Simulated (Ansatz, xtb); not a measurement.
# Ranking isomers of AlFH3PSn

3 gas-phase structures of AlFH3PSn, found in a search over its isomers (lower ones may exist). Each was relaxed with GFN2-xTB; where two conformers were screened, the lower at r2SCAN-D4/def2-SVP//GFN2-xTB is listed:

A. a singlet given by its coordinates
B. `[F][AlH][Sn][PH2]`, a singlet
C. a singlet given by its coordinates

A (Å):

```tsv
atom	x (Å)	y (Å)	z (Å)
Al	-0.4550	1.2680	0.7400
F	0.0710	2.8211	0.5026
P	-2.7921	0.6530	1.0092
Sn	-2.2811	1.7255	3.1137
H	0.2227	0.1486	-0.0329
H	-0.2844	0.9951	2.4874
H	-3.9764	1.2656	0.6156
```

Close contacts (Å): Al1–F2 1.66, Al1–P3 2.43, Al1–Sn4 3.03, P3–Sn4 2.42, Al1–H5 1.52, Al1–H6 1.78, P3–H7 1.39, Sn4–H6 2.22.

C (Å):

```xyz
7

Al   -2.5939    0.7583    1.2290
F    -3.9521    1.6446    0.9144
P    -0.7759    1.6553    2.3379
Sn    0.7711    2.1711    0.4423
H     1.2972    0.4421    0.3755
H    -2.7429   -0.6738    0.7217
H    -1.4211    2.9094    2.3527
```

Close contacts (Å): Al1–F2 1.65, Al1–P3 2.31, P3–Sn4 2.50, Al1–H6 1.53, P3–H7 1.41, Sn4–H5 1.81.

Q: Which do you expect lowest at r2SCAN-D4/def2-SVP//GFN2-xTB, and how would the others follow?

A: Calculated order at r2SCAN-D4/def2-SVP//GFN2-xTB: A (0.0), C (4.5), B (14.8) kcal/mol.

Energies above the lowest of each column, in kcal/mol:

```
structure  GFN2-xTB  HF/STO-3G  r2SCAN-D4/def2-SVP//GFN2-xTB
        A       0.0       24.5                           0.0
        C       1.2        0.0                           4.5
        B      18.4        4.0                          14.8
```

r2SCAN-D4/def2-SVP//GFN2-xTB puts A lowest; HF/STO-3G picks C. Some further structures that were screened fall inside this span and aren't listed. Flexible structures stand in one conformer each, not always the lowest. No reliable frequencies are at hand for these structures. Atoms past krypton carry core potentials in the def2 sets, without spin–orbit terms.

Programs: Ansatz 0.2.0, xtb 6.7.1.
